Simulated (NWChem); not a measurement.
System: As anion, triplet

The following NWChem deck was run.

```
start job
memory heap 200 mb stack 900 mb global 1100 mb
charge -1
geometry units angstroms noautoz
  As     0.000000     0.000000     0.000000
end
basis spherical
  As library def2-svpd
end
dft
  odft
  mult 3
  xc b3lyp
  iterations 150
  mulliken
end
task dft energy
```

The open p shell is one determinant without spherical averaging. No stability test was run on the SCF state. The highest occupied level is positive, so the extra electron may be held by the finite basis. B3LYP is NWChem's, with the RPA form of VWN correlation.

**Question.** What results follow from this input? (B3LYP/def2-SVPD, spin-unrestricted.) Quantities: energy (Ha); highest occupied level (eV); lowest empty minus highest occupied level, either spin (eV); <S²>.

**Answer.** energy (Ha): -2235.58
highest occupied level (eV): 2.81
lowest empty minus highest occupied level, either spin (eV): 1.62
<S²>: 2.00
